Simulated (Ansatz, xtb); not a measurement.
# C4H12BNSi: which of two isomers lies lower

We compare I, `BN1C[C@H](C)C[SiH2]1`, a singlet, with II, `CB(C)N1CC[SiH2]1`, a singlet. Both are isolated molecules in the gas phase, relaxed with B3LYP/def2-SVP, each in the lowest conformer that the search found.

I (Å):

```xyz
19

C    -0.3391    0.4825    0.1382
C    -0.1030   -0.2324   -1.2073
C     0.4281    0.7068   -2.2906
C    -1.4291   -0.9419   -1.5866
B    -0.9435   -0.4306    2.4350
N    -1.0698   -0.4275    1.0418
Si   -2.0868   -1.5431    0.0859
H    -0.1903    0.3413    2.9850
H    -1.5953   -1.2222    3.0794
H    -0.9357    1.3987   -0.0409
H     0.6072    0.7994    0.6034
H     0.6558   -1.0167   -1.0244
H     1.3743    1.1829   -1.9838
H    -0.2967    1.5096   -2.5086
H     0.6165    0.1633   -3.2299
H    -2.1385   -0.2124   -2.0181
H    -1.2791   -1.7302   -2.3407
H    -3.5460   -1.3119    0.2895
H    -1.7867   -2.9676    0.4064
```

II (Å):

```xyz
19

C     0.1390   -0.2601    0.1411
C    -0.2253   -2.7632   -0.9816
C    -2.5958    0.4879   -1.1637
C    -3.8929    0.2540   -2.0009
B    -0.7222   -1.2782   -0.7255
N    -1.9514   -0.8501   -1.2796
Si   -3.2564   -1.5144   -2.2777
H    -0.4439    0.1230    0.9988
H     1.0699   -0.6945    0.5374
H     0.4132    0.6300   -0.4549
H    -0.8991   -3.3814   -1.5988
H     0.7660   -2.7562   -1.4708
H    -0.0756   -3.2876   -0.0200
H    -1.9577    1.2872   -1.5791
H    -2.8076    0.7509   -0.1128
H    -4.8221    0.3550   -1.4218
H    -3.9687    0.8917   -2.8935
H    -2.8820   -1.9143   -3.6676
H    -4.0342   -2.6399   -1.6775
```

Energies in hartree; the thermal terms are from GFN2-xTB frequencies at re-optimised GFN2-xTB minima (ideal gas, soft modes damped towards free rotors, one conformer each, 298.15 K, 1 atm) and include the zero-point energy:

|  | I | II |
| --- | --- | --- |
| E, CCSD(T)/def2-SVP | −527.351439 | −527.350167 |
| E, MP2/def2-SVP | −527.234877 | −527.233891 |
| E, MP2/def2-TZVPP | −527.802455 | −527.805680 |
| zero-point energy | 0.154687 | 0.154157 |
| H(298 K) − E | 0.164280 | 0.165122 |
| G(298 K) − E | 0.122183 | 0.119324 |

Question: Correct the CCSD(T) difference for the basis set by the MP2 change, then work out ΔE, ΔE₀, ΔH and ΔG for I → II in kJ/mol (1 Eh = 2625.50 kJ/mol) and the equilibrium ratio [II]/[I].

Answer: 1. Differences II − I: CCSD(T) +0.001272, MP2 in the small set +0.000986, MP2 in the large set −0.003225 Eh.
2. ΔE = +0.001272 + (−0.003225 − (+0.000986)) = −0.002939 Eh = −7.72 kJ/mol.
3. ΔE₀ = ΔE + ΔZPE = −0.002939 + (−0.000530) Eh = −9.11 kJ/mol.
4. ΔH = ΔE + (+0.000842) Eh = −5.51 kJ/mol.
5. ΔG = ΔE + (−0.002859) Eh = −15.22 kJ/mol, so ΔS = (ΔH − ΔG)/T = +32.6 J/(mol K).
6. kT = 0.9442 mEh, so K = [II]/[I] = exp(−ΔG/kT) = exp(+6.14) ≈ 460.

The sums favour II, but ΔE leans on the basis-set step (CCSD(T) alone has the other sign or is under 1 kcal/mol), so the order isn't settled. An error of 4 kJ/mol in ΔG would change K by a factor of 5. GFN2-xTB, HF/STO-3G, MP2/def2-SVP, CCSD(T)/def2-SVP gave ΔE the other sign. Mirror images and further conformers aren't counted.

As drawn, II has 2 C–B, 2 C–H in place of 2 C–C, 2 B–H. Structure I has a 5-membered ring, II a 4-membered ring.

Other levels gave ΔE = +84.5 (GFN2-xTB); +26.9 (HF/STO-3G, GFN2-xTB geometries); −14.7 (r2SCAN-D4/def2-SVP, GFN2-xTB geometries); −15.1 (B3LYP/def2-SVP); −6.9 (HF/def2-SVP); +2.6 (MP2/def2-SVP); +3.3 (CCSD(T)/def2-SVP) kJ/mol. The correlated steps freeze 11 core orbitals. Programs: Ansatz 0.2.0, xtb 6.7.1.
